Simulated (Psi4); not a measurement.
Psi4 input (wB97X-D/6-311+G**):

```
memory 1500 MB

molecule {
1 1
C    -0.37094200   -1.28834600   -0.92018300
C    -0.51914700   -0.17547400    0.08583600
C    -1.18515400    1.06845900   -0.44159300
C    -1.03277800   -0.62065000    1.43344800
O     0.98218700    0.31718200    0.46628300
C     1.95211300    0.71384200   -0.56919900
H     0.22243500   -2.11707300   -0.53214900
H    -1.36835600   -1.67564900   -1.13548800
H     0.04982900   -0.94255400   -1.86305900
H    -0.77018000    1.39117200   -1.39524400
H    -2.23608300    0.83096100   -0.61457200
H    -1.13892200    1.88375000    0.27855600
H    -2.06582200   -0.94848500    1.31175200
H    -1.02200500    0.19364400    2.15674100
H    -0.47240300   -1.47272700    1.82470200
H     2.20024400   -0.13966800   -1.19335600
H     1.48313900    1.50748000   -1.13812400
H     2.82083200    1.09163700   -0.03803500
H     1.37523800   -0.32692200    1.07814900
symmetry c1
no_reorient
no_com
}

set {
  basis 6-311+G**
  reference rks
  scf_type df
  df_basis_scf def2-universal-jkfit
  dft_radial_points 99
  dft_spherical_points 590
  e_convergence 1e-8
  d_convergence 1e-7
  maxiter 150
}

e = energy('wb97x-d')
print_out(f'\nFINAL {e:.10f} DIPOLE {variable("CURRENT DIPOLE")[0]:.6f} {variable("CURRENT DIPOLE")[1]:.6f} {variable("CURRENT DIPOLE")[2]:.6f}\n')
```

Output:

```
   => Loading Basis Set <=

    Name: 6-311+G**
    Role: ORBITAL
    Keyword: BASIS
    atoms 1-4, 6 entry C          line   129 file 6-311pgss.gbs
    atoms 5      entry O          line   171 file 6-311pgss.gbs
    atoms 7-19   entry H          line    42 file 6-311pgss.gbs

   => WB97X-D: Empirical Dispersion <=

    Chai and Head-Gordon Dispersion Correction
    Chai, J.-D.; Head-Gordon, M. (2010), J. Chem. Phys., 132: 6615-6620

        s6 =       1.000000

         ---------------------------------------------------------
                                   SCF
               by Justin Turney, Rob Parrish, Andy Simmonett
                          and Daniel G. A. Smith
                              RKS Reference
         ---------------------------------------------------------

  ==> Geometry <==

    Molecular point group: c1
    Full point group: C1

    Geometry (in Angstrom), charge = 1, multiplicity = 1:

       Center              X                  Y                   Z               Mass
    ------------   -----------------  -----------------  -----------------  -----------------
         C           -0.370942000000    -1.288346000000    -0.920183000000    12.000000000000
         C           -0.519147000000    -0.175474000000     0.085836000000    12.000000000000
         C           -1.185154000000     1.068459000000    -0.441593000000    12.000000000000
         C           -1.032778000000    -0.620650000000     1.433448000000    12.000000000000
         O            0.982187000000     0.317182000000     0.466283000000    15.994914619570
         C            1.952113000000     0.713842000000    -0.569199000000    12.000000000000
         H            0.222435000000    -2.117073000000    -0.532149000000     1.007825032230
         H           -1.368356000000    -1.675649000000    -1.135488000000     1.007825032230
         H            0.049829000000    -0.942554000000    -1.863059000000     1.007825032230
         H           -0.770180000000     1.391172000000    -1.395244000000     1.007825032230
         H           -2.236083000000     0.830961000000    -0.614572000000     1.007825032230
         H           -1.138922000000     1.883750000000     0.278556000000     1.007825032230
         H           -2.065822000000    -0.948485000000     1.311752000000     1.007825032230
         H           -1.022005000000     0.193644000000     2.156741000000     1.007825032230
         H           -0.472403000000    -1.472727000000     1.824702000000     1.007825032230
         H            2.200244000000    -0.139668000000    -1.193356000000     1.007825032230
         H            1.483139000000     1.507480000000    -1.138124000000     1.007825032230
         H            2.820832000000     1.091637000000    -0.038035000000     1.007825032230
         H            1.375238000000    -0.326922000000     1.078149000000     1.007825032230

  Running in c1 symmetry.

  Rotational constants: A =      0.14188  B =      0.08420  C =      0.08343 [cm^-1]
  Rotational constants: A =   4253.33399  B =   2524.30108  C =   2501.26988 [MHz]
  Nuclear repulsion =  278.271708368564816

  Charge       = 1
  Multiplicity = 1
[...]
      38A      0.018364    39A      0.023796    40A      0.025313
      41A      0.027386    42A      0.037626    43A      0.044855
      44A      0.055177    45A      0.057322    46A      0.069816
      47A      0.078934    48A      0.085073    49A      0.090926
      50A      0.112194    51A      0.119470    52A      0.130544
      53A      0.133669    54A      0.140564    55A      0.151877
      56A      0.162607    57A      0.165848    58A      0.169082
      59A      0.173488    60A      0.175229    61A      0.196961
      62A      0.205464    63A      0.215596    64A      0.228143
      65A      0.233764    66A      0.263696    67A      0.277460
      68A      0.304705    69A      0.313813    70A      0.346939
      71A      0.368252    72A      0.382767    73A      0.393248
      74A      0.402151    75A      0.414005    76A      0.435080
      77A      0.465964    78A      0.469005    79A      0.481614
      80A      0.511714    81A      0.520102    82A      0.534568
      83A      0.543295    84A      0.551268    85A      0.560789
      86A      0.575240    87A      0.575932    88A      0.586789
      89A      0.593660    90A      0.612211    91A      0.628126
      92A      0.637773    93A      0.663795    94A      0.673527
      95A      0.688987    96A      0.740465    97A      0.781147
      98A      0.815915    99A      0.842611   100A      0.878378
     101A      0.888873   102A      0.933156   103A      0.987273
     104A      1.014414   105A      1.055403   106A      1.076704
     107A      1.140292   108A      1.183285   109A      1.242257
     110A      1.288251   111A      1.320012   112A      1.342586
     113A      1.352541   114A      1.360411   115A      1.372469
     116A      1.376303   117A      1.394101   118A      1.415847
     119A      1.429964   120A      1.463628   121A      1.469311
     122A      1.475627   123A      1.486555   124A      1.501406
     125A      1.516936   126A      1.528218   127A      1.544092
     128A      1.551256   129A      1.575571   130A      1.577002
     131A      1.590674   132A      1.621845   133A      1.644789
     134A      1.661949   135A      1.684459   136A      1.686228
     137A      1.730564   138A      1.758684   139A      1.820574
     140A      1.861275   141A      1.882627   142A      1.902938
     143A      1.928760   144A      1.937691   145A      1.943185
     146A      2.014438   147A      2.022730   148A      2.040747
     149A      2.090849   150A      2.104340   151A      2.148836
     152A      2.219797   153A      2.223259   154A      2.277318
     155A      2.318052   156A      2.348315   157A      2.369394
     158A      2.387326   159A      2.402928   160A      2.414299
     161A      2.419021   162A      2.432213   163A      2.446138
     164A      2.455746   165A      2.457550   166A      2.471659
     167A      2.487474   168A      2.510626   169A      2.527526
     170A      2.546768   171A      2.556805   172A      2.597137
     173A      2.623849   174A      2.644527   175A      2.656630
     176A      2.662669   177A      2.693714   178A      2.746602
     179A      2.822111   180A      2.890803   181A      2.918903
     182A      2.948550   183A      2.969453   184A      3.042303
     185A      3.073754   186A      3.139629   187A      3.150634
     188A      3.444891   189A      3.666631   190A      3.670776
     191A      3.693619   192A      3.699257   193A      3.720374
     194A      3.752844   195A      3.765930   196A      3.771088
     197A      3.802968   198A      3.818439   199A      3.908411
     200A      4.220381   201A      4.226721   202A      4.983396
     203A      5.316713   204A      5.450233   205A     23.679110
     206A     23.843863   207A     23.895731   208A     23.944287
     209A     23.951087   210A     49.805368

    Final Occupation by Irrep:
              A
    DOCC [    25 ]
    NA   [    25 ]
    NB   [    25 ]

  @DF-RKS Final Energy:  -273.30642505903927

   => Energetics <=

    Nuclear Repulsion Energy =            278.2717083685648163
    One-Electron Energy =                -909.9522200712415270
    Two-Electron Energy =                 385.8906088192692891
    DFT Exchange-Correlation Energy =     -27.5044828563234844
    Empirical Dispersion Energy =          -0.0120393193082961
    VV10 Nonlocal Energy =                  0.0000000000000000
    Total Energy =                       -273.3064250590392703

Computation Completed

Properties will be evaluated at   0.000000,   0.000000,   0.000000 [a0]

Properties computed using the SCF density matrix

 Multipole Moments:

 ------------------------------------------------------------------------------------
     Multipole            Electronic (a.u.)      Nuclear  (a.u.)        Total (a.u.)
 ------------------------------------------------------------------------------------

 L = 1.  Multiply by 2.5417464519 to convert [e a0] to [Debye]
 Dipole X            :          0.8436342           -0.0000113            0.8436229
 Dipole Y            :         -0.1336230            0.0000151           -0.1336079
 Dipole Z            :          0.0612130           -0.0000170            0.0611960
 Magnitude           :                                                    0.8563268

 ------------------------------------------------------------------------------------

FINAL -273.3064250590 DIPOLE 0.843623 -0.133608 0.061196

*** Psi4 exiting successfully. Buy a developer a beer!
```

The dipole moment of an ion depends on the origin.

The geometry given is a B3LYP-D3(BJ)/def2-TZVP minimum.
